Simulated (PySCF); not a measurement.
Identify the unknown among the candidates.

All candidates are C4H10OSSi2.

- NMR, other nuclei: isotropic shieldings of nuclei other than C and H, by class: 323 (1 O), 357 (1 Si), 416 (1 Si), 802 (1 S) ppm [GIAO PBE0/pcSseg-1]
- 1H NMR: chemical shifts (computed TMS as zero) by class: 5.46 (1 H), 4.92 (1 H), 4.88 (1 H), 2.02 (3 H), 2.02 (1 H), 1.78 (1 H), 1.66 (1 H), -0.29 (1 H) ppm [GIAO PBE0/pcSseg-1]
- Dipole: 2.38 D [PBE0/pcSseg-1]
- 13C NMR: chemical shifts (computed TMS as zero) by class: 84.1 (1 C), 80.2 (1 C), 9.7 (1 C), 5.0 (1 C) ppm [GIAO PBE0/pcSseg-1]
- Rotational structure: rotational constants A, B, C: 2.827, 0.441, 0.396 GHz [GFN2-xTB]

The electronic properties come from PySCF, for the isolated species, density fitting. Levels stand in brackets. Isolated species at its GFN2-xTB geometry (one conformer only). GFN2-xTB frequencies show an imaginary mode (30i cm⁻¹), so this geometry is no minimum at that level. NMR values are class means; diastereotopic atoms form classes of their own.

Question: Which candidate is it?
A. `CS[Si@@H](O)C#CC[SiH3]`
B. `C[SiH2]C#C[Si@H](O)SC`
C. `C#C[Si@H](O)SC[SiH2]C`
D. `CC#CC[Si@@H](O)[SiH2]S`

Answer: D. It is `CC#CC[Si@@H](O)[SiH2]S`. Numbering: `[CH3:1][C:2]#[C:3][CH2:4][Si@@H:5]([OH:6])[SiH2:7][SH:8]`. Its formula, C4H10OSSi2, gives 2 degrees of unsaturation: 0 rings and 2 π bonds in the structure found. 4 carbons fall into 4 classes; from least to most shielded: alkyne carbon [C2] (84.1 ppm), alkyne carbon [C3] (80.2 ppm), sp3 carbon bound to silicon [C4] (9.7 ppm), propargylic carbon [C1] (5.0 ppm). Hydrogen classes from least to most shielded: 1 H on an oxygen-bound silicon, Si5 (5.46 ppm), 1 H on an SiH2 silicon, Si7 (4.92 ppm), 1 H on an SiH2 silicon, Si7 (4.88 ppm), 3 H on a propargylic carbon, C1 (2.02 ppm), 1 H on an sp3 carbon bound to silicon, C4 (2.02 ppm), 1 H on a silanol oxygen, O6 (1.78 ppm), 1 H on an sp3 carbon bound to silicon, C4 (1.66 ppm), 1 H on a sulfur bonded to Si and H, S8 (-0.29 ppm). The other shieldings belong to: 323 ppm, silanol oxygen [O6]; 357 ppm, oxygen-bound silicon [Si5]; 416 ppm, SiH2 silicon [Si7]; 802 ppm, sulfur bonded to Si and H [S8]. The optimised geometry has point group C1 and is an asymmetric top.

The others, at the same levels:
- `C[SiH2]C#C[Si@H](O)SC` fails: its computed 13C shifts are 118.4 (1 C), 116.2 (1 C), 12.2 (1 C), -5.0 (1 C) ppm, 1H shifts are 5.25 (1 H), 4.46 (1 H), 4.45 (1 H), 2.08 (3 H), 1.85 (1 H), 0.34 (3 H) ppm and rotational constant A is 1.826 GHz (against 2.827 GHz).
- `CS[Si@@H](O)C#CC[SiH3]` fails: its computed 13C shifts are 113.8 (1 C), 86.0 (1 C), 13.3 (1 C), 1.3 (1 C) ppm, 1H shifts are 5.26 (1 H), 4.01 (3 H), 2.08 (3 H), 1.93 (1 H), 1.91 (1 H), 1.76 (1 H) ppm and rotational constant A is 1.726 GHz (against 2.827 GHz).
- `C#C[Si@H](O)SC[SiH2]C` fails: its computed 13C shifts are 101.1 (1 C), 90.0 (1 C), 9.2 (1 C), -8.4 (1 C) ppm, 1H shifts are 5.26 (1 H), 4.46 (1 H), 4.25 (1 H), 2.02 (1 H), 1.90 (1 H), 1.77 (1 H), 1.57 (1 H), 0.29 (3 H) ppm and rotational constant A is 1.990 GHz (against 2.827 GHz).

Each candidate is one conformer, not necessarily the lowest. Dipoles, sizes and rotational constants follow the conformer. The torsions of the flexible species, by atom-mapped SMILES:
- `[CH3:1][C:2]#[C:3][CH2:4][Si@@H:5]([OH:6])[SiH2:7][SH:8]`: C3–C4–Si5–O6 53°, C4–Si5–Si7–S8 64°, H–O6–Si5–C4 -48°, H–S8–Si7–Si5 -179°
- `[CH3:1][SiH2:2][C:3]#[C:4][Si@H:5]([OH:6])[S:7][CH3:8]`: C4–Si5–S7–C8 -53°, H–O6–Si5–C4 -83°
- `[CH3:1][S:2][Si@@H:3]([OH:4])[C:5]#[C:6][CH2:7][SiH3:8]`: C1–S2–Si3–O4 -176°, H–O4–Si3–S2 27°
- `[CH:1]#[C:2][Si@H:3]([OH:4])[S:5][CH2:6][SiH2:7][CH3:8]`: C2–Si3–S5–C6 -56°, Si3–S5–C6–Si7 -178°, S5–C6–Si7–C8 -65°, H–O4–Si3–C2 -83°
